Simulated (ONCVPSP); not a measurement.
## Transferability test, ONCV potential for bismuth

| Property | Result |
| --- | --- |
| Element | Bi (Z = 83) |
| Generator | ONCVPSP 4.0.1 |
| Type | optimised norm-conserving Vanderbilt (ONCV) |
| Functional | PW91 |
| Relativity | fully relativistic |
| Frozen core | [Kr] 4d10 4f14 |
| Valence charge | 23 |
| Reference configuration | 5s2 5p6 5d10 6s1.5 6p3.5 |
| Partial waves | 5s+6s: rc 1.60 bohr, ncon 4, nbas 9, qcut 7.5 1/bohr, 2 projectors; 5p+6p: rc 1.50 bohr, ncon 4, nbas 8, qcut 8.7 1/bohr, 2 projectors; 5d: rc 1.70 bohr, ncon 3, nbas 7, qcut 11.2 1/bohr, 1 projector |
| Local potential | polynomial inside 1.05 bohr (lpopt 5, dvloc0 0 Ha) |
| Core correction | Teter function, fcfact 3.25, rcfact 1.6 |

Open shells are filled in proportion to 2j + 1.

Energies are relative to the spin-unpolarised reference configuration 5s2 5p6 5d10 6s1.5 6p3.5; without spin polarisation the order of configurations can differ from experiment.

Give the all-electron excitation energy and the error of the potential for: 5s2 5p6 5d10 6s2 6p3; 5s2 5p6 5d10 6s2 6p2; 5s2 5p6 5d10 6s2 6p1; 5s2 5p6 5d10 6s2 6p2.5.

```csv
valence configuration,charge,ΔE all-electron (eV),error AE − PS (meV)
5s2 5p6 5d10 6s2 6p3,0,-4.898,-0.8
5s2 5p6 5d10 6s2 6p2,+1,3.222,-0.3
5s2 5p6 5d10 6s2 6p1,+2,18.723,+0.2
5s2 5p6 5d10 6s2 6p2.5,+0.5,-1.702,-0.6
```

Levels in the configuration 5s2 5p6 5d10 6s2 6p2:

| level | all-electron (eV) | pseudo (eV) |
| --- | --- | --- |
| 5s j=1/2 | -165.487 | -165.461 |
| 5p j=3/2 | -97.375 | -97.375 |
| 5p j=1/2 | -122.066 | -122.060 |
| 5d j=5/2 | -33.925 | -33.928 |
| 5d j=3/2 | -36.934 | -36.937 |
| 6s j=1/2 | -22.133 | -22.129 |
| 6p j=3/2 | -10.889 | -10.889 |
| 6p j=1/2 | -13.210 | -13.208 |

Note: no bound ghost flagged; GHOST(+) flagged for s at 98.2 eV.
